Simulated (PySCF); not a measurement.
Computed shifts of a molecule CH8ClNSi3, PBE/pcSseg-1 run with PySCF, GIAO, gas phase, atoms alike by connectivity averaged where their shifts nearly agree, in ppm (number of nuclei): ¹⁵N: 53.8 (1). ²⁹Si: 14.6 (1), -74.1 (1), -79.6 (1). ¹³C: 14.5 (1). ¹H: 4.84 (1), 4.60 (1), 4.38 (2), 1.42 (1), 1.41 (1), 1.31 (1), 1.07 (1). References: ¹⁵N against NH3 (σ = 267.0 ppm); ²⁹Si against TMS (σ = 335.4 ppm); ³⁵Cl against HCl (σ = 936.5 ppm); ¹³C against TMS (σ = 182.0 ppm); ¹H against TMS (σ = 31.49 ppm), references at their B3LYP-D3(BJ)/def2-TZVP geometries, non-relativistic (without spin–orbit terms, shifts of atoms bonded to Cl or Br come out too high). Coordinates come from a PBE0-D3(BJ)/def2-SVP optimisation. One conformer was computed; it need not be the lowest.

### Question
Which molecule gave these data?
A. Cl[Si@H]1N[SiH2]C[SiH2]1
B. N[Si]1(Cl)[SiH2]C[SiH2]1
C. [SiH3]C([SiH3])=N[SiH2]Cl
D. N[Si@@]1(Cl)C[SiH2][SiH2]1

### Answer
D, N[Si@@]1(Cl)C[SiH2][SiH2]1
